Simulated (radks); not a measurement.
Fractional charge and spin in the 4s shell of calcium: the spin-up occupation runs from 0 to 1 and the spin-down occupation from 0 to 1; the fullest corner is Ca, [Ar] 4s(up 1, down 1). Method: scalar-relativistic Kohn-Sham, PBE, spin-polarised, spherical densities, finite nucleus; Fermi nuclear charge, rms radius of each element as measured or else 0.836 A^(1/3) + 0.57 fm; computed with a radial shooting solver on a logarithmic mesh with Libxc functionals. Energy (eV) minus the two flat planes that join the four corners (they meet along the diagonal where the two added fractions sum to one electron); zero is where a piecewise linear energy would lie.

down \ up       0    0.25     0.5    0.75       1
0           0.000  -0.517  -0.684  -0.509   0.000
0.25       -0.517  -0.618  -0.390   0.164  -0.444
0.5        -0.684  -0.390   0.218  -0.343  -0.590
0.75       -0.509   0.164  -0.343  -0.542  -0.439
1           0.000  -0.444  -0.590  -0.439   0.000

Corners above the fullest one (they belong to Ca+ and the next ion): (up 1, down 0) 6.092 eV, (up 0, down 1) 6.092 eV, (up 0, down 0) 18.130 eV. With half an added electron in each spin the energy lies 0.218 eV from the planes (fractional-spin error, the static-correlation error of a stretched bond), and with half an added electron in spin up alone -0.684 eV (fractional-charge error). For a frontier s shell over closed shells the exact functional lies on the planes.
